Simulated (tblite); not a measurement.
Record of a relaxation.

C₄H₇BF₂S.
Atom-mapped SMILES: `[CH2:1]=[CH:2][BH:3][S:4][C:5]([CH3:6])([F:7])[F:8]` (hydrogens: H9, H10 on C1; H11 on C2; H12 on B3; H13, H14, H15 on C6)

Computed with GFN2-xTB (tblite), gas phase: L-BFGS steps from a force-field or distance-geometry start until the largest atomic force falls under 0.01 eV/Å. 11 of its 114 geometries are shown.

Step 0: E = -708.4828 eV, largest atomic force 1.897 eV/Å
```
atom  x, y, z in Å  |  force x, y, z in eV/Å
C1     -3.263    0.321    0.346   -0.691   0.372   0.059
C2     -2.142    0.134   -0.338    1.386  -1.211   0.458
B3     -1.066   -0.927    0.144   -0.723   0.503  -0.305
S4      0.518   -1.154   -0.853   -0.450   0.108   0.436
C5      1.491    0.070    0.098    0.551   0.074  -0.367
C6      2.903    0.129   -0.468    0.789   0.133   0.067
F7      0.909    1.324   -0.033    0.262  -0.873   0.682
F8      1.551   -0.280    1.431   -0.384   0.665  -0.740
H9     -3.494   -0.246    1.247    0.045   0.257  -0.340
H10    -3.992    1.059    0.004    0.125  -0.319   0.318
H11    -1.941    0.711   -1.224   -0.078   0.177  -0.162
H12    -1.268   -1.579    1.110    0.262   0.162  -0.314
H13     3.499    0.879    0.110   -0.488  -0.552  -0.425
H14     3.403   -0.864   -0.372   -0.509   0.749  -0.084
H15     2.885    0.432   -1.534   -0.097  -0.245   0.716
```

Step 11: E = -708.6636 eV, largest atomic force 0.050 eV/Å
```
atom  x, y, z in Å  |  force x, y, z in eV/Å
C1     -3.261    0.326    0.335    0.008   0.002  -0.004
C2     -2.120    0.108   -0.331    0.004  -0.032   0.016
B3     -1.083   -0.920    0.136    0.011   0.005  -0.009
S4      0.492   -1.150   -0.840   -0.019   0.044  -0.007
C5      1.509    0.067    0.079   -0.030  -0.024  -0.011
C6      2.915    0.129   -0.469    0.012   0.011   0.013
F7      0.919    1.295    0.025    0.004   0.001  -0.011
F8      1.521   -0.233    1.407    0.010  -0.020  -0.009
H9     -3.498   -0.228    1.230    0.001   0.010  -0.016
H10    -3.993    1.054    0.020    0.026   0.002  -0.007
H11    -1.936    0.702   -1.220   -0.010  -0.020   0.013
H12    -1.219   -1.576    1.093    0.022   0.017   0.003
H13     3.482    0.863    0.098    0.032   0.031   0.023
H14     3.384   -0.846   -0.379   -0.030  -0.026   0.014
H15     2.884    0.418   -1.515   -0.042  -0.002  -0.009
```

Step 23: E = -708.6763 eV, largest atomic force 0.135 eV/Å
```
atom  x, y, z in Å  |  force x, y, z in eV/Å
C1     -3.256    0.319    0.333   -0.022   0.036  -0.012
C2     -2.138    0.042   -0.344   -0.051  -0.050  -0.028
B3     -1.053   -0.928    0.127   -0.024   0.031   0.031
S4      0.463   -1.039   -0.936   -0.087  -0.062  -0.011
C5      1.487    0.072    0.088    0.106   0.061   0.058
C6      2.892    0.122   -0.458    0.107   0.027   0.002
F7      0.926    1.317    0.092    0.009  -0.008  -0.010
F8      1.475   -0.293    1.396    0.035  -0.076   0.021
H9     -3.529   -0.207    1.234    0.048   0.003  -0.014
H10    -3.934    1.090    0.004   -0.097   0.009   0.030
H11    -1.948    0.621   -1.242   -0.053  -0.023  -0.021
H12    -1.067   -1.502    1.147    0.052   0.072  -0.051
H13     3.490    0.846    0.089   -0.042   0.068   0.095
H14     3.342   -0.861   -0.356   -0.005  -0.029  -0.070
H15     2.847    0.410   -1.504    0.025  -0.058  -0.018
```

Step 34: E = -708.7991 eV, largest atomic force 0.528 eV/Å
```
atom  x, y, z in Å  |  force x, y, z in eV/Å
C1     -3.362    0.285    0.332    0.148   0.026   0.019
C2     -2.353   -0.079   -0.469    0.081   0.073   0.031
B3     -1.087   -0.762    0.076    0.130   0.053   0.100
S4      0.367   -0.850   -1.030   -0.162  -0.035   0.019
C5      1.566   -0.031    0.075    0.276   0.325   0.311
C6      2.981    0.102   -0.435    0.091  -0.004  -0.083
F7      1.086    1.234    0.289   -0.128   0.003   0.127
F8      1.601   -0.593    1.309   -0.149  -0.108   0.039
H9     -3.470   -0.155    1.314    0.032   0.134  -0.051
H10    -4.077    1.054    0.073   -0.093  -0.236  -0.111
H11    -2.301    0.360   -1.466   -0.121  -0.090   0.172
H12    -0.920   -0.997    1.224   -0.062   0.065  -0.385
H13     3.476    0.842    0.200    0.032  -0.137  -0.085
H14     3.497   -0.849   -0.361   -0.009  -0.072  -0.014
H15     2.991    0.447   -1.461   -0.065   0.004  -0.090
```

Step 45: E = -709.0473 eV, largest atomic force 0.320 eV/Å
```
atom  x, y, z in Å  |  force x, y, z in eV/Å
C1     -3.446    0.220    0.327   -0.076   0.225   0.099
C2     -2.493   -0.110   -0.547   -0.005  -0.037   0.073
B3     -1.064   -0.397   -0.045    0.036   0.060  -0.062
S4      0.393   -0.507   -1.078   -0.054   0.094   0.017
C5      1.679   -0.063    0.189   -0.016   0.078  -0.002
C6      3.064    0.070   -0.407    0.052   0.005  -0.029
F7      1.294    1.111    0.762    0.075  -0.057  -0.013
F8      1.676   -0.960    1.206   -0.018   0.018  -0.063
H9     -3.281    0.187    1.395    0.005  -0.008  -0.093
H10    -4.406    0.604    0.011   -0.027  -0.177   0.042
H11    -2.784   -0.038   -1.588    0.289  -0.081  -0.112
H12    -0.845   -0.405    1.098   -0.083  -0.013   0.159
H13     3.666    0.747    0.202   -0.089  -0.115   0.011
H14     3.534   -0.907   -0.439    0.006  -0.084   0.040
H15     3.010    0.457   -1.417   -0.093   0.094  -0.067
```

Step 56: E = -709.1215 eV, largest atomic force 0.143 eV/Å
```
atom  x, y, z in Å  |  force x, y, z in eV/Å
C1     -3.467    0.207    0.296   -0.112   0.045  -0.001
C2     -2.480   -0.112   -0.543   -0.098  -0.081   0.065
B3     -1.051   -0.232    0.007   -0.029   0.037   0.005
S4      0.357   -0.258   -1.068    0.102  -0.002   0.053
C5      1.686   -0.047    0.202    0.075  -0.011  -0.040
C6      3.060    0.040   -0.424    0.070  -0.026  -0.075
F7      1.418    1.075    0.919    0.004  -0.004   0.012
F8      1.623   -1.060    1.101    0.007   0.011   0.023
H9     -3.253    0.361    1.344   -0.109  -0.026  -0.062
H10    -4.495    0.351   -0.005    0.070  -0.014  -0.037
H11    -2.711   -0.249   -1.595    0.011   0.033   0.072
H12    -0.864   -0.239    1.160    0.031   0.013   0.001
H13     3.709    0.650    0.201   -0.008  -0.009   0.017
H14     3.485   -0.955   -0.515   -0.045  -0.071   0.009
H15     2.980    0.477   -1.412    0.031   0.103  -0.042
```

Step 68: E = -709.1623 eV, largest atomic force 0.100 eV/Å
```
atom  x, y, z in Å  |  force x, y, z in eV/Å
C1     -3.569    0.169    0.262    0.084   0.036  -0.041
C2     -2.492   -0.130   -0.465    0.045  -0.075  -0.044
B3     -1.057   -0.111    0.098   -0.011   0.054   0.010
S4      0.338   -0.093   -1.009   -0.050  -0.017  -0.008
C5      1.737   -0.021    0.195   -0.011  -0.076   0.043
C6      3.095    0.014   -0.471   -0.034   0.043   0.016
F7      1.569    1.051    1.010   -0.008   0.039  -0.033
F8      1.651   -1.097    1.021    0.006  -0.005   0.077
H9     -3.482    0.439    1.301    0.016   0.001   0.058
H10    -4.566    0.193   -0.145   -0.040  -0.047  -0.049
H11    -2.640   -0.389   -1.508   -0.061   0.056  -0.049
H12    -0.848   -0.068    1.242    0.023   0.006   0.094
H13     3.798    0.490    0.210    0.046  -0.048  -0.053
H14     3.410   -1.007   -0.668    0.008   0.002  -0.048
H15     3.050    0.567   -1.404   -0.015   0.029   0.028
```

Step 79: E = -709.1880 eV, largest atomic force 0.121 eV/Å
```
atom  x, y, z in Å  |  force x, y, z in eV/Å
C1     -3.604    0.147    0.224   -0.004   0.055  -0.031
C2     -2.469   -0.099   -0.431    0.042  -0.050   0.002
B3     -1.059   -0.102    0.194    0.004   0.008   0.006
S4      0.324   -0.164   -0.925    0.025  -0.048  -0.011
C5      1.764   -0.020    0.225   -0.058   0.104   0.020
C6      3.085   -0.009   -0.509   -0.040   0.021   0.004
F7      1.614    1.125    0.945    0.025  -0.051   0.047
F8      1.720   -1.021    1.139    0.016   0.045  -0.009
H9     -3.619    0.398    1.274    0.041  -0.074  -0.038
H10    -4.562    0.138   -0.275    0.005   0.018   0.053
H11    -2.550   -0.308   -1.494   -0.030  -0.008  -0.016
H12    -0.848   -0.070    1.341   -0.038   0.047  -0.003
H13     3.863    0.336    0.168    0.041  -0.049   0.039
H14     3.313   -1.012   -0.854   -0.012  -0.015  -0.035
H15     3.023    0.669   -1.355   -0.016  -0.006  -0.029
```

Step 90: E = -709.2027 eV, largest atomic force 0.054 eV/Å
```
atom  x, y, z in Å  |  force x, y, z in eV/Å
C1     -3.601    0.123    0.205    0.003   0.008   0.005
C2     -2.464   -0.114   -0.452   -0.019   0.031   0.002
B3     -1.067   -0.085    0.206   -0.042   0.013  -0.004
S4      0.335   -0.212   -0.878    0.008  -0.007  -0.009
C5      1.780   -0.009    0.259   -0.015  -0.001  -0.011
C6      3.074   -0.014   -0.520    0.018  -0.006  -0.005
F7      1.640    1.145    0.962   -0.004  -0.012  -0.013
F8      1.767   -0.990    1.196   -0.013   0.005  -0.002
H9     -3.607    0.327    1.265    0.014  -0.020  -0.038
H10    -4.565    0.137   -0.283    0.047  -0.019   0.020
H11    -2.536   -0.297   -1.520    0.001  -0.010   0.043
H12    -0.898    0.045    1.353    0.013   0.004  -0.017
H13     3.903    0.219    0.145   -0.009  -0.001   0.010
H14     3.223   -0.997   -0.959   -0.026   0.013   0.004
H15     3.013    0.730   -1.310    0.025   0.002   0.017
```

Step 102: E = -709.2070 eV, largest atomic force 0.068 eV/Å
```
atom  x, y, z in Å  |  force x, y, z in eV/Å
C1     -3.601    0.095    0.211   -0.017   0.020  -0.010
C2     -2.461   -0.102   -0.451    0.024  -0.003   0.006
B3     -1.063   -0.014    0.195   -0.012  -0.033   0.018
S4      0.336   -0.196   -0.884    0.000   0.018  -0.033
C5      1.776   -0.004    0.256    0.007  -0.034   0.008
C6      3.073   -0.026   -0.518   -0.017  -0.020   0.025
F7      1.651    1.143    0.966   -0.014   0.058  -0.008
F8      1.747   -0.990    1.189   -0.002  -0.010  -0.021
H9     -3.611    0.331    1.263    0.019  -0.011   0.006
H10    -4.564    0.040   -0.272   -0.040  -0.008   0.009
H11    -2.534   -0.328   -1.510    0.001   0.008   0.009
H12    -0.887    0.161    1.335   -0.001   0.015  -0.018
H13     3.906    0.094    0.170    0.043   0.027   0.021
H14     3.158   -0.976   -1.034    0.007  -0.062  -0.028
H15     3.070    0.779   -1.246    0.002   0.034   0.016
```

Step 113: E = -709.2095 eV, largest atomic force 0.010 eV/Å
```
atom  x, y, z in Å  |  force x, y, z in eV/Å
C1     -3.592    0.091    0.228   -0.008   0.001   0.004
C2     -2.467   -0.100   -0.462   -0.002  -0.005  -0.001
B3     -1.059   -0.010    0.161   -0.001  -0.001  -0.004
S4      0.339   -0.208   -0.919   -0.001   0.010  -0.001
C5      1.764   -0.009    0.241   -0.001   0.008   0.004
C6      3.079   -0.030   -0.500   -0.006   0.000   0.003
F7      1.621    1.146    0.940    0.008   0.000  -0.004
F8      1.717   -0.991    1.178    0.000   0.005   0.003
H9     -3.571    0.319    1.282    0.003  -0.002   0.000
H10    -4.571    0.033   -0.223    0.007  -0.003  -0.001
H11    -2.562   -0.323   -1.520   -0.005   0.004  -0.001
H12    -0.874    0.192    1.295   -0.003  -0.005   0.000
H13     3.897    0.086    0.209    0.002  -0.006   0.003
H14     3.177   -0.976   -1.025    0.006  -0.004  -0.003
H15     3.096    0.787   -1.216    0.000  -0.003  -0.003
```

Task: Summarise the path.

Result: The energy falls by 0.7266 eV from step 0 to step 113; nine tenths of that is first reached at step 61. It falls at every step. The largest force goes from 1.897 to 0.010 eV/Å. Among the bonds B3–S4 changes most, from 1.886 to 1.778 Å; the atoms move by 0.914 Å rms after alignment.

What follows is the cost of the whole relaxation. Time: 2.7 s wall, 2.2 s CPU. Hardware: Intel Xeon at 2.50 GHz, one thread (shared host).
